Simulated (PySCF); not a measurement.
C₃F₅, SMILES FC(F)=[C]C(F)(F)F, multiplicity 2.

Geometry: B3LYP-D3(BJ)/def2-SVP. The isomer is the one that the SMILES or the coordinates give; other isomers of the formula were not compared.

The numbers are results of TDA-ωB97X/def2-SVPD (PySCF), not measurements.

Vertical excitations. The molecule is in vacuum.

```json
[
 {"state": "root 1", "energy (eV)": "1.69", "λ (nm)": "733", "f": "0.001", "main pairs": "β HOMO→LUMO 98 %"},
 {"state": "root 2", "energy (eV)": "4.81", "λ (nm)": "258", "f": "0.001", "main pairs": "α HOMO→LUMO 44 %, β HOMO→LUMO+1 51 %"},
 {"state": "root 3", "energy (eV)": "6.28", "λ (nm)": "197", "f": "0.003", "main pairs": "β HOMO−1→LUMO 95 %"},
 {"state": "root 4", "energy (eV)": "6.33", "λ (nm)": "196", "f": "0.002", "main pairs": "α HOMO−1→LUMO 98 %"},
 {"state": "root 5", "energy (eV)": "7.19", "λ (nm)": "172", "f": "0.001", "main pairs": "β HOMO−2→LUMO 98 %"},
 {"state": "root 6", "energy (eV)": "7.70", "λ (nm)": "161", "f": "0.003", "main pairs": "β HOMO−3→LUMO 92 %"},
 {"state": "root 7", "energy (eV)": "7.77", "λ (nm)": "160", "f": "0.000", "main pairs": "β HOMO−4→LUMO 98 %"},
 {"state": "root 8", "energy (eV)": "8.00", "λ (nm)": "155", "f": "0.063", "main pairs": "α HOMO→LUMO 7 %, β HOMO−5→LUMO 76 %"},
 {"state": "root 9", "energy (eV)": "8.19", "λ (nm)": "151", "f": "0.018", "main pairs": "β HOMO→LUMO+2 80 %"},
 {"state": "root 10", "energy (eV)": "8.38", "λ (nm)": "148", "f": "0.355", "main pairs": "α HOMO→LUMO 31 %, β HOMO→LUMO+1 28 %, β HOMO−9→LUMO 18 %, β HOMO−5→LUMO 12 %"}
]
```
Unrestricted roots are not spin-pure.
